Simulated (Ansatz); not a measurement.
CF$_{4}$, charge +1, doublet, at a GFN2-xTB geometry (a state made from the parent by changing its charge; the spin is typed, not shown lowest). Base run: Ansatz (a first-principles code) with PBE/pcseg-1.

The Ansatz input:
Ansatz 0.2 input:
```yaml
crystal:
  periodic: [false, false, false]
  atoms:
    - {symbol: F, position_ang: [0.01244044, -1.03918526, -0.82138004]}
    - {symbol: C, position_ang: [-0.00000000, 0.00000000, 0.00000000]}
    - {symbol: F, position_ang: [-0.17290567, 1.13627641, -0.65856320]}
    - {symbol: F, position_ang: [-1.00801634, -0.07122209, 0.85647908]}
    - {symbol: F, position_ang: [1.16848156, -0.02586906, 0.62346417]}
basis:
  gaussian:
    orbitals: pcseg-1.json
hamiltonian:
  xc: pbe
total_charge: 1
magnetization: {spin_polarized: true, initial_magnetization: 1}
```
The basis file holds pcseg-1 in the JSON format of the Basis Set Exchange.

Variants of this job, named by their change:

```json
[
 {"change": "base", "ΔE vs base (kcal/mol)": "0.000"},
 {"change": "final_grid = 4, 8, 17", "ΔE vs base (kcal/mol)": "-0.442"},
 {"change": "lower_state_search = off", "ΔE vs base (kcal/mol)": "0.000"},
 {"change": "point_charge = charge:-1.0 position_ang:2.0815, 1.8377, 3.3156", "ΔE vs base (kcal/mol)": "-78.6"},
 {"change": "accuracy = high", "ΔE vs base (kcal/mol)": "0.002"},
 {"change": "final_grid = 6, 12, 29", "ΔE vs base (kcal/mol)": "0.013"},
 {"change": "point_charge = charge:1.0 position_ang:-1.3407, -2.7497, -3.0569", "ΔE vs base (kcal/mol)": "74.6"},
 {"change": "nuclear_model = gaussian", "ΔE vs base (kcal/mol)": "0.056"},
 {"change": "final_grid = 14, 28, 59", "ΔE vs base (kcal/mol)": "0.000"},
 {"change": "point_charge = charge:0.5 position_ang:1.8925, -3.8087, -0.7843", "ΔE vs base (kcal/mol)": "37.92"},
 {"change": "fitting.mean_field = def2-universal-JKFIT", "ΔE vs base (kcal/mol)": "-0.094"}
]
```
